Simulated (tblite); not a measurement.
Species: 2-chloro-2-methylpentane, C6H13Cl.
Bonds: C1–C2, C2–C3, C3–C4, C4–C5, C4–C6, C4–Cl7. Hydrogens: H8, H9, H10 on C1; H11, H12 on C2; H13, H14 on C3; H15, H16, H17 on C5; H18, H19, H20 on C6.

Computed with GFN2-xTB (tblite), gas phase: Langevin dynamics at 400 K from the optimised GFN2-xTB geometry, time step 0.5 fs, friction 0.01 fs⁻¹, 2000 steps. The instantaneous temperature is 2·E(kin)/(3Nk) with all 3N coordinates.

```json
{"t (fs)": "0", "T (K)": "328", "E(pot) above start (eV)": "0.000", "C1–C2 (Å)": "1.524", "C2–C3 (Å)": "1.528", "C3–C4 (Å)": "1.530", "C4–C5 (Å)": "1.522", "C4–C6 (Å)": "1.524", "C1–H8 (Å)": "1.088", "C1–C2–C3–C4 (°)": "176"}
{"t (fs)": "25", "T (K)": "192", "E(pot) above start (eV)": "0.760", "C1–C2 (Å)": "1.476", "C2–C3 (Å)": "1.613", "C3–C4 (Å)": "1.520", "C4–C5 (Å)": "1.505", "C4–C6 (Å)": "1.523", "C1–H8 (Å)": "1.059", "C1–C2–C3–C4 (°)": "169"}
{"t (fs)": "50", "T (K)": "286", "E(pot) above start (eV)": "0.620", "C1–C2 (Å)": "1.490", "C2–C3 (Å)": "1.590", "C3–C4 (Å)": "1.509", "C4–C5 (Å)": "1.517", "C4–C6 (Å)": "1.549", "C1–H8 (Å)": "1.078", "C1–C2–C3–C4 (°)": "163"}
{"t (fs)": "75", "T (K)": "295", "E(pot) above start (eV)": "0.626", "C1–C2 (Å)": "1.508", "C2–C3 (Å)": "1.549", "C3–C4 (Å)": "1.467", "C4–C5 (Å)": "1.557", "C4–C6 (Å)": "1.532", "C1–H8 (Å)": "1.102", "C1–C2–C3–C4 (°)": "164"}
{"t (fs)": "100", "T (K)": "314", "E(pot) above start (eV)": "0.699", "C1–C2 (Å)": "1.536", "C2–C3 (Å)": "1.497", "C3–C4 (Å)": "1.481", "C4–C5 (Å)": "1.482", "C4–C6 (Å)": "1.572", "C1–H8 (Å)": "1.085", "C1–C2–C3–C4 (°)": "168"}
{"t (fs)": "125", "T (K)": "279", "E(pot) above start (eV)": "0.800", "C1–C2 (Å)": "1.561", "C2–C3 (Å)": "1.553", "C3–C4 (Å)": "1.528", "C4–C5 (Å)": "1.499", "C4–C6 (Å)": "1.569", "C1–H8 (Å)": "1.062", "C1–C2–C3–C4 (°)": "163"}
{"t (fs)": "150", "T (K)": "258", "E(pot) above start (eV)": "0.745", "C1–C2 (Å)": "1.551", "C2–C3 (Å)": "1.576", "C3–C4 (Å)": "1.500", "C4–C5 (Å)": "1.553", "C4–C6 (Å)": "1.502", "C1–H8 (Å)": "1.066", "C1–C2–C3–C4 (°)": "166"}
{"t (fs)": "175", "T (K)": "302", "E(pot) above start (eV)": "0.653", "C1–C2 (Å)": "1.504", "C2–C3 (Å)": "1.577", "C3–C4 (Å)": "1.545", "C4–C5 (Å)": "1.537", "C4–C6 (Å)": "1.454", "C1–H8 (Å)": "1.084", "C1–C2–C3–C4 (°)": "168"}
{"t (fs)": "200", "T (K)": "275", "E(pot) above start (eV)": "0.725", "C1–C2 (Å)": "1.486", "C2–C3 (Å)": "1.559", "C3–C4 (Å)": "1.618", "C4–C5 (Å)": "1.505", "C4–C6 (Å)": "1.507", "C1–H8 (Å)": "1.121", "C1–C2–C3–C4 (°)": "167"}
{"t (fs)": "225", "T (K)": "266", "E(pot) above start (eV)": "0.656", "C1–C2 (Å)": "1.535", "C2–C3 (Å)": "1.474", "C3–C4 (Å)": "1.550", "C4–C5 (Å)": "1.532", "C4–C6 (Å)": "1.514", "C1–H8 (Å)": "1.069", "C1–C2–C3–C4 (°)": "172"}
{"t (fs)": "250", "T (K)": "262", "E(pot) above start (eV)": "0.666", "C1–C2 (Å)": "1.559", "C2–C3 (Å)": "1.472", "C3–C4 (Å)": "1.551", "C4–C5 (Å)": "1.545", "C4–C6 (Å)": "1.497", "C1–H8 (Å)": "1.079", "C1–C2–C3–C4 (°)": "176"}
{"t (fs)": "275", "T (K)": "326", "E(pot) above start (eV)": "0.693", "C1–C2 (Å)": "1.535", "C2–C3 (Å)": "1.523", "C3–C4 (Å)": "1.586", "C4–C5 (Å)": "1.529", "C4–C6 (Å)": "1.548", "C1–H8 (Å)": "1.118", "C1–C2–C3–C4 (°)": "172"}
{"t (fs)": "300", "T (K)": "382", "E(pot) above start (eV)": "0.516", "C1–C2 (Å)": "1.507", "C2–C3 (Å)": "1.552", "C3–C4 (Å)": "1.521", "C4–C5 (Å)": "1.447", "C4–C6 (Å)": "1.561", "C1–H8 (Å)": "1.097", "C1–C2–C3–C4 (°)": "174"}
{"t (fs)": "325", "T (K)": "332", "E(pot) above start (eV)": "0.868", "C1–C2 (Å)": "1.476", "C2–C3 (Å)": "1.547", "C3–C4 (Å)": "1.576", "C4–C5 (Å)": "1.584", "C4–C6 (Å)": "1.511", "C1–H8 (Å)": "1.064", "C1–C2–C3–C4 (°)": "179"}
{"t (fs)": "350", "T (K)": "255", "E(pot) above start (eV)": "1.064", "C1–C2 (Å)": "1.553", "C2–C3 (Å)": "1.555", "C3–C4 (Å)": "1.514", "C4–C5 (Å)": "1.600", "C4–C6 (Å)": "1.541", "C1–H8 (Å)": "1.068", "C1–C2–C3–C4 (°)": "173"}
{"t (fs)": "375", "T (K)": "344", "E(pot) above start (eV)": "0.680", "C1–C2 (Å)": "1.582", "C2–C3 (Å)": "1.546", "C3–C4 (Å)": "1.540", "C4–C5 (Å)": "1.500", "C4–C6 (Å)": "1.579", "C1–H8 (Å)": "1.108", "C1–C2–C3–C4 (°)": "170"}
{"t (fs)": "400", "T (K)": "328", "E(pot) above start (eV)": "0.983", "C1–C2 (Å)": "1.514", "C2–C3 (Å)": "1.495", "C3–C4 (Å)": "1.527", "C4–C5 (Å)": "1.545", "C4–C6 (Å)": "1.547", "C1–H8 (Å)": "1.118", "C1–C2–C3–C4 (°)": "176"}
{"t (fs)": "425", "T (K)": "462", "E(pot) above start (eV)": "0.633", "C1–C2 (Å)": "1.506", "C2–C3 (Å)": "1.540", "C3–C4 (Å)": "1.534", "C4–C5 (Å)": "1.538", "C4–C6 (Å)": "1.516", "C1–H8 (Å)": "1.079", "C1–C2–C3–C4 (°)": "-172"}
{"t (fs)": "450", "T (K)": "240", "E(pot) above start (eV)": "1.016", "C1–C2 (Å)": "1.469", "C2–C3 (Å)": "1.589", "C3–C4 (Å)": "1.529", "C4–C5 (Å)": "1.603", "C4–C6 (Å)": "1.549", "C1–H8 (Å)": "1.107", "C1–C2–C3–C4 (°)": "-167"}
{"t (fs)": "475", "T (K)": "432", "E(pot) above start (eV)": "0.470", "C1–C2 (Å)": "1.522", "C2–C3 (Å)": "1.580", "C3–C4 (Å)": "1.511", "C4–C5 (Å)": "1.547", "C4–C6 (Å)": "1.569", "C1–H8 (Å)": "1.102", "C1–C2–C3–C4 (°)": "-164"}
{"t (fs)": "500", "T (K)": "249", "E(pot) above start (eV)": "0.868", "C1–C2 (Å)": "1.509", "C2–C3 (Å)": "1.525", "C3–C4 (Å)": "1.535", "C4–C5 (Å)": "1.464", "C4–C6 (Å)": "1.514", "C1–H8 (Å)": "1.086", "C1–C2–C3–C4 (°)": "-157"}
{"t (fs)": "525", "T (K)": "338", "E(pot) above start (eV)": "0.589", "C1–C2 (Å)": "1.516", "C2–C3 (Å)": "1.506", "C3–C4 (Å)": "1.576", "C4–C5 (Å)": "1.507", "C4–C6 (Å)": "1.528", "C1–H8 (Å)": "1.052", "C1–C2–C3–C4 (°)": "-168"}
{"t (fs)": "550", "T (K)": "356", "E(pot) above start (eV)": "0.661", "C1–C2 (Å)": "1.553", "C2–C3 (Å)": "1.528", "C3–C4 (Å)": "1.512", "C4–C5 (Å)": "1.538", "C4–C6 (Å)": "1.581", "C1–H8 (Å)": "1.105", "C1–C2–C3–C4 (°)": "-177"}
{"t (fs)": "575", "T (K)": "398", "E(pot) above start (eV)": "0.542", "C1–C2 (Å)": "1.499", "C2–C3 (Å)": "1.496", "C3–C4 (Å)": "1.526", "C4–C5 (Å)": "1.534", "C4–C6 (Å)": "1.553", "C1–H8 (Å)": "1.116", "C1–C2–C3–C4 (°)": "177"}
{"t (fs)": "600", "T (K)": "398", "E(pot) above start (eV)": "1.078", "C1–C2 (Å)": "1.502", "C2–C3 (Å)": "1.581", "C3–C4 (Å)": "1.604", "C4–C5 (Å)": "1.512", "C4–C6 (Å)": "1.469", "C1–H8 (Å)": "1.054", "C1–C2–C3–C4 (°)": "172"}
{"t (fs)": "625", "T (K)": "311", "E(pot) above start (eV)": "1.146", "C1–C2 (Å)": "1.552", "C2–C3 (Å)": "1.535", "C3–C4 (Å)": "1.542", "C4–C5 (Å)": "1.512", "C4–C6 (Å)": "1.513", "C1–H8 (Å)": "1.087", "C1–C2–C3–C4 (°)": "-174"}
{"t (fs)": "650", "T (K)": "431", "E(pot) above start (eV)": "1.103", "C1–C2 (Å)": "1.551", "C2–C3 (Å)": "1.466", "C3–C4 (Å)": "1.556", "C4–C5 (Å)": "1.499", "C4–C6 (Å)": "1.542", "C1–H8 (Å)": "1.099", "C1–C2–C3–C4 (°)": "171"}
{"t (fs)": "675", "T (K)": "470", "E(pot) above start (eV)": "1.047", "C1–C2 (Å)": "1.499", "C2–C3 (Å)": "1.513", "C3–C4 (Å)": "1.577", "C4–C5 (Å)": "1.460", "C4–C6 (Å)": "1.498", "C1–H8 (Å)": "1.068", "C1–C2–C3–C4 (°)": "177"}
{"t (fs)": "700", "T (K)": "381", "E(pot) above start (eV)": "0.955", "C1–C2 (Å)": "1.537", "C2–C3 (Å)": "1.539", "C3–C4 (Å)": "1.574", "C4–C5 (Å)": "1.467", "C4–C6 (Å)": "1.535", "C1–H8 (Å)": "1.112", "C1–C2–C3–C4 (°)": "173"}
{"t (fs)": "725", "T (K)": "487", "E(pot) above start (eV)": "1.004", "C1–C2 (Å)": "1.536", "C2–C3 (Å)": "1.471", "C3–C4 (Å)": "1.537", "C4–C5 (Å)": "1.514", "C4–C6 (Å)": "1.569", "C1–H8 (Å)": "1.088", "C1–C2–C3–C4 (°)": "177"}
{"t (fs)": "750", "T (K)": "417", "E(pot) above start (eV)": "0.901", "C1–C2 (Å)": "1.573", "C2–C3 (Å)": "1.520", "C3–C4 (Å)": "1.533", "C4–C5 (Å)": "1.549", "C4–C6 (Å)": "1.545", "C1–H8 (Å)": "1.094", "C1–C2–C3–C4 (°)": "174"}
{"t (fs)": "775", "T (K)": "353", "E(pot) above start (eV)": "1.010", "C1–C2 (Å)": "1.541", "C2–C3 (Å)": "1.553", "C3–C4 (Å)": "1.566", "C4–C5 (Å)": "1.537", "C4–C6 (Å)": "1.486", "C1–H8 (Å)": "1.061", "C1–C2–C3–C4 (°)": "160"}
{"t (fs)": "800", "T (K)": "351", "E(pot) above start (eV)": "0.769", "C1–C2 (Å)": "1.502", "C2–C3 (Å)": "1.514", "C3–C4 (Å)": "1.578", "C4–C5 (Å)": "1.598", "C4–C6 (Å)": "1.496", "C1–H8 (Å)": "1.096", "C1–C2–C3–C4 (°)": "164"}
{"t (fs)": "825", "T (K)": "322", "E(pot) above start (eV)": "0.760", "C1–C2 (Å)": "1.518", "C2–C3 (Å)": "1.509", "C3–C4 (Å)": "1.555", "C4–C5 (Å)": "1.581", "C4–C6 (Å)": "1.510", "C1–H8 (Å)": "1.076", "C1–C2–C3–C4 (°)": "170"}
{"t (fs)": "850", "T (K)": "371", "E(pot) above start (eV)": "0.828", "C1–C2 (Å)": "1.558", "C2–C3 (Å)": "1.554", "C3–C4 (Å)": "1.559", "C4–C5 (Å)": "1.513", "C4–C6 (Å)": "1.515", "C1–H8 (Å)": "1.079", "C1–C2–C3–C4 (°)": "176"}
{"t (fs)": "875", "T (K)": "433", "E(pot) above start (eV)": "0.615", "C1–C2 (Å)": "1.547", "C2–C3 (Å)": "1.496", "C3–C4 (Å)": "1.574", "C4–C5 (Å)": "1.488", "C4–C6 (Å)": "1.533", "C1–H8 (Å)": "1.107", "C1–C2–C3–C4 (°)": "180"}
{"t (fs)": "900", "T (K)": "267", "E(pot) above start (eV)": "1.046", "C1–C2 (Å)": "1.553", "C2–C3 (Å)": "1.459", "C3–C4 (Å)": "1.561", "C4–C5 (Å)": "1.497", "C4–C6 (Å)": "1.556", "C1–H8 (Å)": "1.123", "C1–C2–C3–C4 (°)": "-169"}
{"t (fs)": "925", "T (K)": "517", "E(pot) above start (eV)": "0.658", "C1–C2 (Å)": "1.538", "C2–C3 (Å)": "1.555", "C3–C4 (Å)": "1.530", "C4–C5 (Å)": "1.526", "C4–C6 (Å)": "1.522", "C1–H8 (Å)": "1.082", "C1–C2–C3–C4 (°)": "-165"}
{"t (fs)": "950", "T (K)": "392", "E(pot) above start (eV)": "1.012", "C1–C2 (Å)": "1.525", "C2–C3 (Å)": "1.614", "C3–C4 (Å)": "1.567", "C4–C5 (Å)": "1.571", "C4–C6 (Å)": "1.503", "C1–H8 (Å)": "1.045", "C1–C2–C3–C4 (°)": "-164"}
{"t (fs)": "975", "T (K)": "391", "E(pot) above start (eV)": "0.945", "C1–C2 (Å)": "1.501", "C2–C3 (Å)": "1.512", "C3–C4 (Å)": "1.533", "C4–C5 (Å)": "1.501", "C4–C6 (Å)": "1.541", "C1–H8 (Å)": "1.102", "C1–C2–C3–C4 (°)": "-161"}
{"t (fs)": "1000", "T (K)": "445", "E(pot) above start (eV)": "1.023", "C1–C2 (Å)": "1.539", "C2–C3 (Å)": "1.507", "C3–C4 (Å)": "1.530", "C4–C5 (Å)": "1.487", "C4–C6 (Å)": "1.578", "C1–H8 (Å)": "1.123", "C1–C2–C3–C4 (°)": "-169"}
```

Problem. From 500 fs on, how do temperature and potential energy compare with equipartition?

Solution. The mean temperature of these 21 frames is 385 K against the target 400 K, and the mean potential energy 0.88 eV against 54 × kT/2 = 0.93 eV for 54 classical harmonic modes. For 20 atoms in a canonical ensemble the temperature itself scatters by T·√(2/(3N)) = 73 K; here its standard deviation is 66 K. The whole run lasts only 10 friction times of 100 fs, so these averages carry a wide statistical error.

Problem. What are the kinetic and total energies of the listed frame with the highest potential energy?

Solution. The one at 625 fs, 1.146 eV above the start. Its kinetic energy is 3NkT/2 = 0.805 eV at 311 K, so the sum is 1.95 eV; over the listed frames the sum runs from 0.85 to 2.26 eV, since the thermostat adds and removes energy.

Problem. How much do the listed bonds fluctuate from 500 fs on?

Solution. 
```csv
bond,at the start (Å),mean (Å),standard deviation (Å)
C1–C2,1.524,1.531,0.022
C2–C3,1.528,1.522,0.036
C3–C4,1.530,1.554,0.023
C4–C5,1.522,1.517,0.036
C4–C6,1.524,1.528,0.029
C1–H8,1.088,1.088,0.022
```

The motion is classical and holds no zero-point motion.

The cost below is that of the whole dynamics run. Hardware: an AMD EPYC 9R45 with one thread, no GPU, on a shared host. Cost: 10 s of wall time, 0.18 GiB resident at most.
